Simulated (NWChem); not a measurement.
System: GeCl$_{3}$F; SMILES [F][Ge]([Cl])([Cl])[Cl]

Input file for NWChem:

```
start job
memory heap 200 mb stack 900 mb global 1100 mb
geometry units angstroms noautosym nocenter noautoz
  F      0.000000     0.000000     1.920357
  Ge     0.000000     0.000000     0.203229
  Cl     0.731696    -1.877271    -0.446103
  Cl     1.259917     1.572303    -0.446103
  Cl    -1.991613     0.304968    -0.446103
end
basis spherical
  F library 6-311g**
  Ge library 6-311g**
  Cl library 6-311g**
end
dft
  xc b3lyp
  iterations 150
end
property
  shielding 3 1 2 3
  efieldgrad
end
task dft property
```

Parts of the log:

```
             Northwest Computational Chemistry Package (NWChem) 7.3.0
             --------------------------------------------------------

                             Geometry "geometry" -> ""
                             -------------------------

 Output coordinates in angstroms (scale by  1.889725989 to convert to a.u.)

  No.       Tag          Charge          X              Y              Z
 ---- ---------------- ---------- -------------- -------------- --------------
    1 F                    9.0000     0.00000000     0.00000000     1.92035700
    2 Ge                  32.0000     0.00000000     0.00000000     0.20322900
    3 Cl                  17.0000     0.73169600    -1.87727100    -0.44610300
    4 Cl                  17.0000     1.25991700     1.57230300    -0.44610300
    5 Cl                  17.0000    -1.99161300     0.30496800    -0.44610300

 Effective nuclear repulsion energy (a.u.)     706.3419378246

                              NWChem Property Module
                              ----------------------

  itol2e modified to match energy
  convergence criterion.

                                 NWChem DFT Module
                                 -----------------

 Summary of "ao basis" -> "ao basis" (spherical)
 ------------------------------------------------------------------------------
       Tag                 Description            Shells   Functions and Types
 ---------------- ------------------------------  ------  ---------------------
 F                          6-311g**                 8       18   4s3p1d
 Ge                         6-311g**                18       44   8s7p3d
 Cl                         6-311g**                12       26   6s5p1d

  itol2e modified to match energy
  convergence criterion.

            General Information
            -------------------
          SCF calculation type: DFT
          Wavefunction type:  closed shell.
          No. of atoms     :     5
          No. of electrons :    92
           Alpha electrons :    46
            Beta electrons :    46
          Charge           :     0
          Spin multiplicity:     1
          Use of symmetry is: off; symmetry adaption is: off
          Maximum number of iterations: 150
          AO basis - number of functions:   140
                     number of shells:    62
          Convergence on energy requested:  1.00D-07
          Convergence on density requested:  1.00D-05
          Convergence on gradient requested:  5.00D-04

[...]

          -----------------------------------------
          Chemical Shielding Tensors (GIAO, in ppm)
          -----------------------------------------

                                NWChem CPHF Module
                                ------------------

  scftype          =     RHF
  nclosed          =       46
  nopen            =        0
  variables        =     4324
  # of vectors     =        3
  tolerance        = 0.10D-03
  level shift      = 0.00D+00
  max iterations   =       50
  max subspace     =       30

 SCF residual:    2.2846542208041694E-005

Iterative solution of linear equations
  No. of variables     4324
  No. of equations        3
  Maximum subspace       30
        Iterations       50
       Convergence  1.0D-04

   iter   nsub   residual    time
   ----  ------  --------  ---------
     1      3    2.68D-01     141.8
     2      6    2.49D-02     150.7
     3      9    7.75D-04     159.5
     4     12    1.61D-05     168.5

      Atom:    1  F
        Diamagnetic
    460.9390      0.0000      0.0000
      0.0000    460.9390     -0.0000
      0.0000     -0.0000    496.6487

        Paramagnetic
   -294.6907      0.0001     -0.0000
      0.0001   -294.6908     -0.0000
     -0.0000     -0.0000   -178.9166

        Total Shielding Tensor
    166.2482      0.0001     -0.0000
      0.0001    166.2482     -0.0000
     -0.0000     -0.0000    317.7321

           isotropic =     216.7428
          anisotropy =     151.4839

          Principal Components and Axis System
                 1           2           3
              317.7321    166.2483    166.2481

      1        -0.0000      0.8687     -0.4953
      2        -0.0000      0.4953      0.8687
      3         1.0000      0.0000      0.0000

      Atom:    2  Ge
        Diamagnetic
   2760.0087     -0.0000      0.0000
     -0.0000   2760.0087      0.0000
      0.0000      0.0000   2756.0696

        Paramagnetic
  -1520.9383     -0.0000      0.0000
     -0.0000  -1520.9384     -0.0000
      0.0000     -0.0000  -1583.3710

        Total Shielding Tensor
   1239.0704     -0.0000      0.0000
     -0.0000   1239.0703     -0.0000
      0.0000     -0.0000   1172.6985

           isotropic =    1216.9464
          anisotropy =      33.1860

          Principal Components and Axis System
                 1           2           3
             1239.0704   1239.0703   1172.6985

      1         0.9625      0.2714     -0.0000
      2        -0.2714      0.9625      0.0000
      3         0.0000     -0.0000      1.0000

      Atom:    3  Cl
        Diamagnetic
   1143.8816     -4.7991     -1.5078
     -4.7991   1154.3238      3.8685
     -1.5078      3.8685   1142.4969

        Paramagnetic
   -505.2987   -133.5256    -34.9377
   -133.5256   -214.7633     89.6373
    -34.9377     89.6373   -562.9438

        Total Shielding Tensor
    638.5829   -138.3246    -36.4455
   -138.3246    939.5605     93.5058
    -36.4455     93.5058    579.5531

           isotropic =     719.2322
          anisotropy =     445.9369

          Principal Components and Axis System
                 1           2           3
             1016.5235    584.6688    556.5044

      1        -0.3539      0.9317      0.0813
      2         0.9081      0.3632     -0.2086
      3         0.2238     -0.0000      0.9746
```

Level: B3LYP/6-311G** (spherical d), GIAO. Geometry: optimised at PBE0/def2-SVP. NWChem prints the field gradient with the sign opposite to the second derivative of the potential. The printed shielding anisotropy is the first printed principal value minus the mean of the other two.
